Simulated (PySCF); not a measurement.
**C₆ coefficients of unlike pairs at TPSSh**

Calculated with PySCF 2.14 from the dipole response of each species, C₆(A,B) = (3/π) ∫ α_A(iu) α_B(iu) du, in atomic units, from isotropic polarisabilities. For ions this is the dispersion term alone; charge-induced terms of lower order in 1/R come first.

```csv
species,configuration,basis,relativity,α (bohr³),C₆ (like pair)
N+,[He] 2s2 2p2 (3P),dyall-av3z (15s9p3d2f),none,3.911,8.494
Cl,[Ne] 3s2 3p5 (2P),dyall-av3z (19s12p3d2f),spin-free X2C,14.74,94.66
Se(2+),[Ar] 3d10 4s2 4p2 (3P),aug-cc-pVQZ-DK (8s7p5d3f2g),spin-free X2C,9.325,43.41
Sc+,[Ar] 3d1 4s1 (3D),dyall-av2z (16s12p7d2f),none,70.91,512.1
```

Question: Estimate C₆ for Sc+ with Cl.

Answer: The integral gives 182.3. The combination rule 2 C_A C_B / (C_A α_B/α_A + C_B α_A/α_B) gives 172.5 and the geometric mean 220.2.

No spin-orbit coupling is included.

The other pairs:

| pair | C₆ |
| --- | --- |
| Sc+, Se(2+) | 119.6 |
| Cl, N+ | 28.07 |
| Sc+, N+ | 51.20 |
| Se(2+), Cl | 63.97 |
| Se(2+), N+ | 19.13 |
